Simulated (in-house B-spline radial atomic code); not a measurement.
RPA and G0W0 on LDA exchange-only: In III (In2+)

Configuration [Kr] 4d10 5s1, highest spin, mean-field start LDA exchange-only. Computed with a B-spline radial code for spherical atoms: all electrons, scalar-relativistic (spin-free one-electron X2C), finite nucleus, each spin shell either full or empty, empty states to l = 9 with an (l + 1/2)⁻⁴ tail; G0W0 by contour deformation at full frequency.

RPA overbinds a lone outer s electron by self-correlation, and G0W0 tends to as well.

Command:
```bash
python run_gw.py task.json out
```
Settings (radii: box in bohr, nucleus in fm):
```
Z                        49
electrons                47
configuration            [Kr] 4d10 5s1
hamiltonian              x2c
method                   lda,
lmax                     9
rms_radius               4.6156
spin_polarised           True
box_radius               17.55
intervals                69
ion_configuration        [Kr] 4d10
```

Time taken, with all properties: 12 s on 1 thread of Arm Neoverse V2, with other jobs on the host.

Energies (hartree):

```
                                     term        value
                         mean-field total  -5869.66961
Hartree-Fock functional on these orbitals  -5877.44725
                      direct second order      -4.2688
                    second-order exchange       1.1842
                         SOSEX correction       1.0939
```

(1) What is the RPA correlation energy, and what remains with SOSEX?

Quasi-particle levels (eV):

```
  level  occupied  mean field  Σx - vxc     Σc  QP weight     G0W0
  5s up       yes     -23.533     -3.59      ?          ?        ?
5s down        no     -21.936      5.38  -2.75      0.933  -19.300
```

G0W0 = mean field + (Σx - vxc) + Σc, with Σc (partial-wave tail included) taken at the quasi-particle energy. Only the outer levels were computed. Levels of low weight are left out.

(2) Where does G0W0 put 5s up?

(3) What does it cost to remove one electron (to [Kr] 4d10) by differences of total energies, each species on its own start (correlation terms add to the Hartree-Fock functional)?

Answers

(1) RPA gives -3.7157 hartree (-2.15 eV per electron); RPA + SOSEX gives -2.6218, and the second-order doubles -3.0847 hartree (no singles). SOSEX takes back 29 % of the RPA value.

(2) At -28.897 eV, with Σc = -1.77 eV and a quasi-particle weight of 0.948. The tabulated removal energy is 28.044 eV (NIST, measured); the calculation leaves out spin-orbit coupling, Breit and QED terms, and what these don't explain is the method's own error.

(3) LDA exchange-only 27.885 eV, Hartree-Fock functional 26.564 eV, + RPA 28.647 eV, + RPA + SOSEX 27.906 eV, + second order 29.055 eV. Tabulated: 28.044 eV (NIST, measured); the calculation leaves out spin-orbit coupling, Breit and QED terms, and what these don't explain is the method's own error.
